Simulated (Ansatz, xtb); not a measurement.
Relative energy of two conformers of CH7OSiTe+

We compare a, `C[Si@H]([OH2+])[TeH]`, a singlet, with b, `C[Si@H]([OH2+])[TeH]`, a singlet. Both are isolated ions in the gas phase, relaxed with PBE0-D3(BJ)/def2-SVP.

a (Å):

```yaml
atoms:
  - { symbol: C, position_ang: [0.1484, -2.0854, 0.9409] }
  - { symbol: O, position_ang: [-1.1134, -0.2872, -0.9593] }
  - { symbol: Si, position_ang: [-1.1390, -0.7668, 0.8888] }
  - { symbol: Te, position_ang: [-0.7574, 1.3782, 2.0001] }
  - { symbol: H, position_ang: [-0.0995, -2.9135, 0.2581] }
  - { symbol: H, position_ang: [0.1898, -2.4936, 1.9640] }
  - { symbol: H, position_ang: [1.1432, -1.6908, 0.6863] }
  - { symbol: H, position_ang: [-2.5535, -1.1961, 0.9980] }
  - { symbol: H, position_ang: [-1.1722, 0.6565, -1.1937] }
  - { symbol: H, position_ang: [-1.4688, -0.8390, -1.6786] }
  - { symbol: H, position_ang: [0.8851, 1.1480, 1.8356] }
```

b (Å):

```xyz
11

C    -1.3982   -2.2726    0.4229
O    -0.7803    0.3150    1.6255
Si   -0.1087   -0.9570    0.3702
Te    0.0394    0.3506   -1.6936
H    -2.3615   -1.9149    0.0296
H    -1.0651   -3.1196   -0.1991
H    -1.5457   -2.6449    1.4487
H     1.1824   -1.2424    1.0395
H     1.5529    0.8709   -1.2310
H    -0.9348    1.2315    1.3347
H    -0.6453    0.2765    2.5887
```

Energies in hartree; the thermal terms are from PBE0-D3(BJ)/def2-SVP harmonic frequencies (ideal gas, rigid rotor, one conformer each, 200 K, 1 atm) and include the zero-point energy:

```
                              a           b
E, CCSD(T)/def2-SVP  −672.976905  −672.976557
    E, MP2/def2-SVP  −672.911288  −672.910940
  E, MP2/def2-TZVPP  −673.623107  −673.622644
  zero-point energy     0.078463     0.078241
       H(200 K) − E     0.083442     0.083318
       G(200 K) − E     0.058213     0.057852
```

**Question.** Correct the CCSD(T) difference for the basis set by the MP2 change, then work out ΔE, ΔE₀, ΔH and ΔG for a → b in kcal/mol (1 Eh = 627.51 kcal/mol) and the equilibrium ratio [b]/[a].

**Answer.** 1. Differences b − a: CCSD(T) +0.000348, MP2 in the small set +0.000348, MP2 in the large set +0.000463 Eh.
2. ΔE = +0.000348 + (+0.000463 − (+0.000348)) = +0.000463 Eh = +0.29 kcal/mol.
3. ΔE₀ = ΔE + ΔZPE = +0.000463 + (−0.000222) Eh = +0.15 kcal/mol.
4. ΔH = ΔE + (−0.000124) Eh = +0.21 kcal/mol.
5. ΔG = ΔE + (−0.000361) Eh = +0.06 kcal/mol, so ΔS = (ΔH − ΔG)/T = +3.1 J/(mol K).
6. kT = 0.6334 mEh, so K = [b]/[a] = exp(−ΔG/kT) = exp(−0.16) ≈ 0.85.

The two are too close for this level to say which is favoured. An error of 1 kcal/mol in ΔG would change K by a factor of 12. Mirror images and further conformers aren't counted.

Other levels gave ΔE = +0.2 (PBE0-D3(BJ)/def2-SVP); 0.0 (HF/def2-SVP); +0.2 (MP2/def2-SVP); +0.2 (CCSD(T)/def2-SVP) kcal/mol. The correlated steps freeze 11 core orbitals; the filled d shell of Te is correlated, in a basis made for valence electrons. Atoms past krypton carry core potentials in the def2 sets, without spin–orbit terms. Programs: Ansatz 0.2.0.
